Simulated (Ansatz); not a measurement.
Geometry optimisation, UKS PBE/def2-SVP (Ansatz).

The input (input.yaml):

```yaml
crystal:
  periodic: [false, false, false]
  atoms:
    - { symbol: Zr, position_ang: [-0.048712, -5.0e-06, -0.588321] }
    - { symbol: Cl, position_ang: [0.025011, 4.7e-05, 3.130149] }
    - { symbol: F, position_ang: [1.855066, 2.8e-05, -0.54574] }
    - { symbol: Cl, position_ang: [-1.183956, 2.040216, -0.842835] }
    - { symbol: Cl, position_ang: [-1.183897, -2.040259, -0.842832] }
    - { symbol: Si, position_ang: [0.010585, -1.0e-06, 5.250327] }
    - { symbol: H, position_ang: [-0.763711, -1.199419, 5.704451] }
    - { symbol: H, position_ang: [1.430067, -0.067304, 5.723806] }
    - { symbol: H, position_ang: [-0.647153, 1.266698, 5.705495] }
magnetization:
  spin_polarized: true
  initial_magnetization: 1
basis:
  gaussian: { orbitals: def2-SVP }
hamiltonian:
  xc: pbe
relax:
  f_tol: 0.03
  max_steps: 50
```

Command:

```bash
$ ansatz run input.yaml --threads 4 --pin off --max-ram 5120MiB --backend cpu --events-out ev --progress --plain --runs-dir out
```

Where does it end, and by what steps?

It converged. After 3 steps the energy has fallen by 0.025 eV; F3 moved furthest, 0.28 Å.

```csv
step,energy less start (eV),largest force component (eV/Å),accepted
0,0.0000,0.361,yes
1,-0.0211,0.151,yes
2,-0.0241,0.120,yes
3,-0.0250,0.027,yes
```

```xyz
9
Properties=species:S:1:pos:R:3
Zr -0.039 0.000 -0.419
Cl 0.010 0.000 2.948
F 1.859 0.000 -0.262
Cl -1.183 2.046 -0.605
Cl -1.183 -2.046 -0.605
Si 0.009 0.000 5.062
H -0.764 -1.199 5.521
H 1.430 -0.067 5.534
H -0.647 1.266 5.522
```

Whether the end is a true minimum wasn't checked by a vibrational analysis.

Run time: 19 s on 4 threads of Arm Neoverse V2, on a shared host, peak memory 0.26 GiB.
